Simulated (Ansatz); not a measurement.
Basis sets compared for BiH2(OtBu) (C4H11BiO). Total charge 0; singlet. Geometry PBE-D4/def2-SVP. Ansatz on 4 threads of Intel Xeon Platinum 8259CL on a shared host; times are rough, and most runs start from earlier orbitals.

```
atom    x (Å)    y (Å)    z (Å)
 Bi1  -2.5102  -1.0009   0.6685
  C2   0.3049   0.0887  -0.1047
  C3   0.5264   0.6211   1.3232
  C4   1.6440  -0.3767  -0.7039
  C5  -0.3154   1.1817  -0.9951
  O6  -0.4975  -1.0906  -0.0995
  H7  -3.1116  -2.0992  -0.6578
  H8  -2.2585  -2.4697   1.7252
  H9   1.2279   1.4803   1.3417
 H10  -0.4303   0.9704   1.7696
 H11   0.9363  -0.1811   1.9689
 H12   2.0766  -1.1819  -0.0782
 H13   2.3705   0.4589  -0.7660
 H14   1.4792  -0.7846  -1.7205
 H15  -1.2780   1.5415  -0.5708
 H16  -0.5138   0.7776  -2.0079
 H17   0.3495   2.0644  -1.0925
```

In the def2 sets Bi takes a core potential; there is no spin–orbit coupling. Another isomer (singlet) lies 0.24 eV lower at PBE0-D4/def2-TZVP; other spin states weren't run for this one.

Binding counts from free atoms (Bi quartet, C triplet, O triplet, H doublet) in the same basis, without a counterpoise term.

| level | functions | energy (Eh) | HOMO (eV) | LUMO (eV) | binding per atom (eV) | wall time |
| --- | --- | --- | --- | --- | --- | --- |
| PBE-D4/def2-SVP | 151 | -448.4385 | -5.41 | -1.82 | 3.85 | 2 s |
| PBE0-D4/def2-SVP | 151 | -448.4404 | -6.97 | -1.05 | 3.77 | 2.3 s |

Problem. Estimate the rows for PBE-D4/def2-TZVP (with forces), PBE0-D4/def2-TZVP.

Solution. 
```csv
level,functions,energy (Eh),HOMO (eV),LUMO (eV),binding per atom (eV),wall time
PBE-D4/def2-TZVP (with forces),271,-448.7142,-5.66,-2.03,3.82,8 s
PBE0-D4/def2-TZVP,271,-448.7097,-7.14,-1.26,3.75,6 s
```
